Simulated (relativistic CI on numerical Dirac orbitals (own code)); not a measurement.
**Crystal-field levels of Ru4+, 4d4**

Calculated by Dirac-Coulomb-Breit CI, KLI orbitals optimised for each configuration, QED by a radiative potential, valence Slater integrals scaled by 0.7, one configuration in a parametric crystal field (own radial code).

Field parameters in Wybourne normalisation: Oh B⁴₀ = 21Dq, B⁴₄ = √(5/14) B⁴₀. The field is a parameter set, without covalency.

S and J are read from ⟨S²⟩ = S(S + 1) and ⟨J²⟩ = J(J + 1) of each level; they are not fictitious spins.

Oh, 10Dq = 7250 cm⁻¹, the lowest 10 levels:

```csv
E (cm⁻¹),Degeneracy,Irrep,S,J
0.0,1,A1,1.94,2.28
321,3,T1,1.97,2.51
592,2,E,1.98,2.73
736,3,T2,1.99,2.86
890,1,A2,1.99,3.00
7401,3,T2,1.97,2.49
7443,3,T1,1.97,2.77
7479,1,A1,1.96,3.14
8206,1,A1,1.06,3.93
8274,3,T1,1.96,3.42
```

Oh, 10Dq = 42050 cm⁻¹, the lowest 10 levels:

| E (cm⁻¹) | Degeneracy | Irrep | S | J |
| --- | --- | --- | --- | --- |
| 0.0 | 1 | A1 | 1.00 | 4.34 |
| 879 | 3 | T1 | 1.00 | 4.20 |
| 2044 | 3 | T2 | 0.99 | 3.85 |
| 2062 | 2 | E | 1.00 | 3.79 |
| 10018 | 3 | T2 | 0.04 | 4.46 |
| 10772 | 2 | E | 0.03 | 4.48 |
| 21447 | 1 | A1 | 0.04 | 3.75 |
| 26649 | 1 | A2 | 2.00 | 3.00 |
| 26663 | 3 | T2 | 2.00 | 2.98 |
| 26676 | 2 | E | 1.99 | 2.95 |

Oh, 10Dq = 36250 cm⁻¹, the lowest 10 levels:

```tsv
E (cm⁻¹)	Degeneracy	Irrep	S	J
0.0	1	A1	1.00	4.32
899	3	T1	1.01	4.19
2069	3	T2	0.99	3.86
2083	2	E	1.00	3.79
9940	3	T2	0.05	4.48
10748	2	E	0.03	4.53
20885	1	A1	0.55	3.64
20971	1	A2	2.00	3.00
20990	3	T2	1.99	2.97
21010	2	E	1.99	2.95
```

The free-ion ground term has S = 2. The field overcomes the spin-pairing energy for Oh, 10Dq = 42050 cm⁻¹; Oh, 10Dq = 36250 cm⁻¹, where the ground state has lower spin; these fields are assumed values.

Levels of this model without a field, named by their leading LS term (the scale mimics covalency, so terms lie below those of the real free ion): 5D_0 0, 5D_1 525, 5D_2 1358, 5D_3 2359, 5D_4 3455, 3P_0 13755, 3H_4 14240, 3H_5 15439 cm⁻¹.
